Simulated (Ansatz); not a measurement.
System: sum formula Si2N2H7, net charge 0, doublet state. It need not be the lowest isomer of its formula. 
Geometry from a B3LYP-D3(BJ)/def2-TZVP (Ansatz, a first-principles code) optimisation:
SMILES: [NH][SiH2][SiH2]N
```xyz
11

N      0.6534     1.9891    -0.4736
Si     0.9699     0.3504    -0.8983
Si    -0.2128    -0.9018     0.7593
N     -1.9226    -0.6830     0.7734
H     -0.2011     2.3794    -0.8733
H      2.4202     0.0682    -0.7690
H      0.5069    -0.0978    -2.2441
H      0.3216    -0.5216     2.0863
H      0.0571    -2.3357     0.4818
H     -2.3236     0.1777     1.1118
H     -2.4966    -1.0936     0.0539
```
Charge 0, spin multiplicity 2.

Basis-set convergence of Hartree-Fock and MP2 correlation energies (hartree) with Ansatz. Cores are frozen in the correlated levels unless marked. Open shells are spin-unrestricted. Spin-orbit coupling is left out. Non-relativistic.

| basis | functions | E(HF) | E(corr, MP2) |
|---|---|---|---|
| cc-pV(D+d)Z | 109 | -690.84204 | -0.50539 |
| cc-pV(T+d)Z | 236 | -690.91051 | -0.63582 |
| cc-pV(Q+d)Z | 448 | -690.92690 | -0.68336 |

Extrapolating the two largest sets (X = 3 and 4) as X^-3: E(corr) = (64·(-0.68336) - 27·(-0.63582))/37 = -0.7181 Eh, an estimate of the basis-set limit. The largest set recovers 95.2 % of it, the smallest 70.4 %.
